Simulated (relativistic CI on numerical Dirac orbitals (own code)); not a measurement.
Ti⁸⁺: sensitivity of the levels to the model

Base calculation: Dirac-Coulomb-Breit CI, KLI orbitals optimised for each configuration, a model potential for QED, unscaled Slater integrals.

Configurations in the expansion (outside the closed core [Ne]): 3s2 3p2, 3s 3p3, 3s2 3p 3d, 3p4, 3s 3p2 3d, 3p3 3d, 3s 3p 3d2, 3s2 3p 4s, 3s2 3p 4p, 3s2 3d 4p, 3p3 4s, 3s2 3p 4d, 3p3 4p, 3s 3p2 4s, 3s 3p 3d 4s, 3s2 3p 4f, 3s 3p2 4p, 3s2 3p 5s, 3s2 3p 5p, 3s 3p2 4d, 3s2 4s 4p, 3p2 3d 4p, 3s2 3p 5d, 3s 3p2 4f, 3s2 3p 5f, 3s2 3p 5g, 3s 3p 4s2, 3s2 3p 6s, 3s2 3p 6p, 3s2 3d2, 3s 3d3, 3p2 3d2, 3p 3d3, 3p 3d2 4s, 3p 3d2 4p, 3p 3d2 4d, 3s2 3d 4s, 3s 3d2 4s, 3s 3p 3d 4p, 3s 3d2 4p, 3s 3d 4s 4p, 3s 3d 4p2, 3s 3d 4p 4d, 3s2 4s2, 3s 3d 4s2, 3p2 3d 4s, 3p 3d 4s2, 3p 3d 4s 4p, 3p 3d 4s 4d, 3s2 4p2. Double excitations out of closed p, d and f shells are left out; levels of such configurations are missing from the list, as are those of other unlisted configurations, and high levels can miss mixing partners. These lack a partner that the ground configuration has and come out too high: 3s 3p2 4d, 3s 3p2 4f, 3s2 3p 4f, 3s2 3p 5s, 3s2 3p 5p.

The lowest level and the first level of each name with at least 55 % of one term (blank where a level has no safe partner in the second run):

| Level | Base (cm⁻¹) | Shift (cm⁻¹) |
| --- | --- | --- |
| 3s2 3p2 3P_0 | 0 | 0 |
| 3s2 3p2 3P_1 | 3036 | -3036 |
| 3s2 3p2 3P_2 | 7213 | -7213 |
| 3s2 3p2 1D_2 | 30392 | -5863 |
| 3s2 3p2 1S_0 | 64798 | -6309 |
| 3s 3p3 5S°_2 | 141255 | -12032 |
| 3s 3p3 3D°_1 | 199859 | -11334 |
| 3s 3p3 3D°_2 | 199955 | -11429 |
| 3s 3p3 3D°_3 | 200634 | -12109 |
| 3s 3p3 3P°_0 | 231848 | -12174 |
| 3s 3p3 3P°_1 | 231959 | -12286 |
| 3s 3p3 3P°_2 | 232033 | -12360 |
| 3s 3p3 3S°_1 | 306976 | -12147 |
| 3s2 3p 3d 3F°_2 | 311449 | -4892 |
| 3s2 3p 3d 3F°_3 | 314024 | -7467 |
| 3s2 3p 3d 3F°_4 | 317679 | -11121 |
| 3s 3p3 1P°_1 | 319233 | -13786 |
| 3s2 3p 3d 3P°_2 | 359326 |  |
| 3s2 3p 3d 3P°_1 | 362748 | -9505 |
| 3s2 3p 3d 3P°_0 | 364269 | -11026 |
| 3s2 3p 3d 3D°_1 | 371665 | -8373 |
| 3s2 3p 3d 3D°_2 | 372828 | -9535 |

At this charge configurations can still be misplaced by up to about 7 % of their energy.

Question: One thing was changed in a second run, which moved the levels as shown. Which?
A. configuration mixing switched off
B. Breit term removed
C. QED terms removed
D. non-relativistic limit
E. P86 correlation estimate

Answer: D. Non-relativistic limit. Without relativity the fine structure collapses and s electrons lose their extra binding.

LS names give the leading component of a level, which can be under half, so a name can repeat, a term be missing and a line seem to break the LS rules.
